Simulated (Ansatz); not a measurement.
```xyz
9

C    -0.0403   -0.3922   -0.3729
C     0.0459   -0.4407    1.1378
O    -0.0473    0.9122   -0.7930
H    -0.8666   -1.0062   -0.7298
H     0.8754   -0.9214   -0.7564
H    -0.0020   -1.4181    1.5487
H     0.9242    0.0589    1.5194
H    -0.8426    0.0703    1.5351
H    -0.0440    0.9291   -1.7657
```

Basis set: 6-31G* (spherical functions). Left uncorrelated: 3 orbitals. Charge 0, multiplicity 1.

Computed with Ansatz (development build ahead of 0.2.0); each method stands on the lowest determinant of its kind that the runs found. Restricted open shells among the atoms or ions are ROHF, correlated in semicanonical orbitals with singles.

The atomization energy at this shape (free ground-state atoms in the same class of orbitals less the molecule, no zero-point energy) of singlet C₂H₆O:

```
 method  atomization energy
RHF-MP2     737.84 kcal/mol
```

Q: What does RHF give?

A: 594.57 kcal/mol.
